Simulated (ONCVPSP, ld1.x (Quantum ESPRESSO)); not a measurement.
Hardness and transferability of assorted potentials

Generated with ld1.x 7.5 (TM, RRKJ, ultrasoft, PAW), atompaw 4.2 or ONCVPSP 4.0.1. The cutoff is in Ry: for ld1.x and atompaw files where the sum of valence levels is converged to 10 mRy in a Bessel basis, for ONCV files where the hardest occupied wave has 1 mHa per electron of residual kinetic energy. The error is the largest all-electron minus pseudo excitation energy over each file’s own four to seven test configurations (ionisations up to +4, promotions, holes and added fractions of an electron), all of which were solved. The labels leave out finer settings (local radius, basis sizes, second energies), which also bear on the numbers. Spin-polarised tests are not counted. The rows are a selection from randomly drawn settings: files with unsolved tests, undetermined cutoffs or missed reference levels are left out.

A true bound ghost makes a file unfit for plane-wave use even where its test errors are small: the radial tests pick states by their node count and pass the ghost by.

| element | potential | cutoff (Ry) | largest error (meV) | bound ghosts |
| --- | --- | --- | --- | --- |
| Mn | ONCV, PBE, non-relativistic, rc 1.50/1.30/1.85 (spd), local smoothed, core correction no, reference 3s2 3p6 3d5 4s2, qcut 6.3/13/9.2, projectors 2/2/3 | 62 | +62 | none |
| Co | ONCV, PBEsol, scalar-relativistic, rc 2.05/2.25/1.35 (spd), local smoothed, core correction yes, reference 3d7 4s2, qcut 3.7/4.4/12.9, projectors 2/3/2 | 126 | -114 | none |
| Zn | ONCV, LDA (Perdew-Wang 92), non-relativistic, rc 0.65/0.90/1.45 (spd), local smoothed, core correction yes, reference 3s2 3p6 3d10, qcut 9.6/15.5/10.8, projectors 2/2/1 | 746 | +44 | none |
| Sn | ONCV, PBEsol, scalar-relativistic, rc 2.00/2.10 (sp), local smoothed, core correction yes, reference 5s1, qcut 3/3.6, projectors 1/2 | 39 | +116 | s |
| Sb | ONCV, PBEsol, scalar-relativistic, rc 2.05/2.20/1.20/1.90 (spdf), local smoothed, core correction yes, reference 4d10 5s2 5p3, qcut 3.1/4.3/11/6.5, projectors 3/1/2/2 | 94 | -18 | s |
| Ce | ONCV, PBE, scalar-relativistic, rc 2.35/1.80/2.50/0.95 (spdf), local f, core correction no, reference 4f1 5s2 5p6 5d1, qcut 6.3/5.2/3.9/17.1, projectors 3/1/2/0 | 245 | -16 | s, p, d |
| Tb | ONCV, LDA (Perdew-Wang 92), fully relativistic, rc 2.30/2.05/2.40 (spd), local smoothed, core correction no, reference 5s2 5p6 5d1 6s0.5, qcut 3.9/7.1/3.8, projectors 3/2/1 | 30 | +6.2 | none |
| Pb | TM, Wu–Cohen, scalar-relativistic, rc 2.10/2.10 (sp), local s, core correction yes, reference 6s2 6p1.5 | 25 | -576 | none |

Question: Fill in the row for Li: ONCV, PW91, scalar-relativistic, rc 0.90/0.75 (sp), local smoothed, core correction no, reference 1s2 2s0.75, qcut 10.4/9.1, projectors 2/2.

Answer: cutoff 99 Ry, largest error +503 meV, bound ghosts: none.
